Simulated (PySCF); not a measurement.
Precursor series Hf Cl-NH2. Gas-phase values, no solvent. One relaxed conformer stands for each flexible species; it need not be the lowest.

Quantity: redistribution energy (mixed species minus the weighted end members), in kJ/mol.

A: 3 of 4 Cl replaced by NH2: [Hf(Cl)(NH2)3]
B: 2 of 4 Cl replaced by NH2: [Hf(Cl)2(NH2)2]
C: 1 of 4 Cl replaced by NH2: [Hf(Cl)3(NH2)]

### Question
Put the candidates in order of redistribution energy (mixed species minus the weighted end members), lowest first, for PBE-D3(BJ)/def2-TZVP // PBE-D3(BJ)/def2-SVP (PySCF).

### Answer
B (-22.61 kJ/mol), A (-21.21 kJ/mol), C (-14.42 kJ/mol)
